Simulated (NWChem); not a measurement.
**Total energies of hydrogen telluride (H2Te)**

SMILES: [TeH2]
```xyz
3

Te     0.0000     0.0000     0.0441
H     -1.1845     0.0000    -1.1474
H      1.1845     0.0000    -1.1474
```
Charge 0, spin multiplicity 1.

Everything below was run with NWChem. Structure: optimised with PBE/def2-SVP with def2 effective core potentials on Te, a minimum by its harmonic frequencies.

Basis set: def2-TZVP (62 functions).

```
method     total energy (Ha)
---------  -----------------
RHF               -268.15192
MP2               -268.62105
B2PLYP            -269.02749
PBE               -269.19826
B3LYP             -269.30531
CAM-B3LYP         -269.20634
CCSD(T)           -268.62097
```

Total energies of different functionals aren't comparable as a measure of quality: only differences taken within one method are. 

Effective core potentials replace the inner electrons of Te; spin-orbit coupling is left out. The correlated methods keep 4 core orbitals frozen. B3LYP has NWChem's definition, with VWN1-RPA local correlation. No row is a measurement; the coupled-cluster row has its own basis-set and correlation limits.
